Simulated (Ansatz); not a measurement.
# Molecular dynamics of H

input.yaml

```yaml
crystal:
  lattice:
    - [7.113787, 0.0, 0.0]
    - [0.0, 7.113787, 0.0]
    - [0.0, 0.0, 7.113787]
  atoms:
    - { symbol: H, position: [0.59533201, 1.03709015, 0.64143675] }
    - { symbol: H, position: [0.60882031, 1.00729151, 0.54851117] }
    - { symbol: H, position: [0.82459502, 0.3174219, 0.75197175] }
    - { symbol: H, position: [0.83429702, 0.32922046, 0.64828121] }
    - { symbol: H, position: [0.17750298, 0.50371577, -0.1073595] }
    - { symbol: H, position: [0.10231541, 0.44152709, -0.06310943] }
    - { symbol: H, position: [0.61554356, 0.5562383, 0.86861268] }
    - { symbol: H, position: [0.61287185, 0.53722762, 0.98606618] }
    - { symbol: H, position: [0.9199452, 0.82216157, 0.81922341] }
    - { symbol: H, position: [0.98517705, 0.90124651, 0.8046622] }
    - { symbol: H, position: [0.35443621, 0.32309876, 0.43295812] }
    - { symbol: H, position: [0.44525173, 0.3530625, 0.39025984] }
    - { symbol: H, position: [0.32076613, 0.8478518, 0.01607493] }
    - { symbol: H, position: [0.35192889, 0.91344501, -0.06149833] }
    - { symbol: H, position: [0.46834255, 0.74265606, 0.63109818] }
    - { symbol: H, position: [0.42459748, 0.70612795, 0.54507743] }
    - { symbol: H, position: [0.57650293, 1.19724324, -0.01201435] }
    - { symbol: H, position: [0.67435279, 1.17396627, 0.03570828] }
    - { symbol: H, position: [0.05662017, 0.16380781, 0.53331447] }
    - { symbol: H, position: [0.16078015, 0.12428891, 0.55601907] }
    - { symbol: H, position: [0.82088212, 0.86521248, 0.29711775] }
    - { symbol: H, position: [0.74710438, 0.88489783, 0.22468678] }
    - { symbol: H, position: [-0.08693189, 0.53877326, 0.28465897] }
    - { symbol: H, position: [-0.08507238, 0.43932853, 0.25809054] }
basis:
  ecutwfc: 420.0
kpoints:
  mp_grid: { grid: [1, 1, 1] }
hamiltonian:
  xc: pbe
scf:
  occupations: { method: fermi_dirac, width: 0.002 }
  lower_state_search: "off"
  max_iter: 100
md:
  timestep: 0.5
  n_steps: 200
  ensemble: nvt_langevin
  temperature: 350.0
  initial_velocities: maxwell_boltzmann
  seed: 650343
  friction: 0.005
```

Command:

```bash
$ ansatz run input.yaml --threads 1 --pin off --max-ram 3072MiB --backend cpu --events-out ev --progress --plain --runs-dir out
```

It goes on from the last frame of an earlier run, with new velocities.

Output, in part (step lines):

```
md step     0: t =     0.00 fs  T =   335.4 K  F+E_penalty+E_count = -380.54310549 eV  E_kin = 1.040543 eV  (6 SCF iters)
md step     1: t =     0.50 fs  T =   356.4 K  F+E_penalty+E_count = -380.61519457 eV  E_kin = 1.105564 eV  (6 SCF iters)
md step     2: t =     1.00 fs  T =   353.8 K  F+E_penalty+E_count = -380.62762368 eV  E_kin = 1.097539 eV  (6 SCF iters)
md step     3: t =     1.50 fs  T =   342.4 K  F+E_penalty+E_count = -380.57737465 eV  E_kin = 1.062272 eV  (6 SCF iters)
md step     4: t =     2.00 fs  T =   306.8 K  F+E_penalty+E_count = -380.48274401 eV  E_kin = 0.951670 eV  (6 SCF iters)
md step     5: t =     2.50 fs  T =   279.5 K  F+E_penalty+E_count = -380.41305747 eV  E_kin = 0.867101 eV  (5 SCF iters)
md step     6: t =     3.00 fs  T =   276.4 K  F+E_penalty+E_count = -380.44902585 eV  E_kin = 0.857416 eV  (4 SCF iters)
md step     7: t =     3.50 fs  T =   303.4 K  F+E_penalty+E_count = -380.55798709 eV  E_kin = 0.941175 eV  (4 SCF iters)
[... lines left out ...]
md step   200: t =   100.00 fs  T =   348.1 K  F+E_penalty+E_count = -380.42407480 eV  E_kin = 1.079887 eV  (6 SCF iters)
```

The steps, from the saved trajectory:

| time (fs) | T (K) | potential energy less start (eV) |
| --- | --- | --- |
| 0.0 | 335 | 0.000 |
| 3.0 | 276 | 0.094 |
| 6.0 | 283 | 0.147 |
| 9.0 | 336 | -0.096 |
| 12.0 | 324 | -0.110 |
| 15.0 | 260 | 0.175 |
| 18.0 | 250 | 0.243 |
| 21.0 | 279 | 0.117 |
| 24.0 | 344 | -0.051 |
| 27.0 | 328 | 0.067 |
| 30.0 | 259 | 0.283 |
| 33.0 | 299 | 0.211 |
| 36.0 | 346 | 0.074 |
| 39.0 | 326 | 0.098 |
| 42.0 | 260 | 0.302 |
| 45.0 | 260 | 0.335 |
| 48.0 | 347 | 0.050 |
| 51.0 | 372 | -0.024 |
| 54.0 | 273 | 0.224 |
| 57.0 | 275 | 0.202 |
| 60.0 | 297 | 0.085 |
| 63.0 | 350 | 0.077 |
| 66.0 | 332 | 0.204 |
| 69.0 | 303 | 0.278 |
| 72.0 | 376 | 0.020 |
| 75.0 | 402 | -0.009 |
| 78.0 | 327 | 0.270 |
| 81.0 | 332 | 0.239 |
| 84.0 | 390 | 0.067 |
| 87.0 | 412 | -0.016 |
| 90.0 | 368 | 0.071 |
| 93.0 | 347 | 0.204 |
| 96.0 | 398 | -0.002 |
| 99.0 | 408 | -0.061 |

The run went to its last step. A run of 0.1 ps of so small a system gives no equilibrium averages. The smearing is very narrow for this mesh. Limits of this set-up: coarse k mesh.

Mean squared displacements from the first frame to the last, about the centre of mass: H 2.00 Å².

Last frame:

```xyz
24
Lattice="7.1138 0.0000 0.0000 0.0000 7.1138 0.0000 0.0000 0.0000 7.1138" Properties=species:S:1:pos:R:3
H 4.888 7.199 3.101
H 5.139 7.108 3.731
H 4.711 2.842 4.620
H 5.321 3.115 4.990
H 1.408 2.204 0.050
H 1.333 2.861 -0.316
H 4.319 4.058 7.867
H 4.288 3.363 7.387
H 6.560 4.407 6.163
H 6.228 4.963 6.484
H 2.925 2.354 2.564
H 3.303 1.779 2.338
H 3.162 6.731 -1.732
H 2.748 7.214 -2.185
H 3.865 4.682 3.437
H 3.381 4.505 2.918
H 4.855 7.731 1.057
H 4.248 8.064 0.751
H 0.581 1.598 3.602
H 0.617 2.253 4.003
H 7.504 7.450 0.840
H 7.826 6.761 0.652
H -0.970 3.848 1.798
H -0.353 3.879 1.429
```

Run time: 2 min on 1 thread of Arm Neoverse V2, on a shared host, peak memory 0.3 GiB.
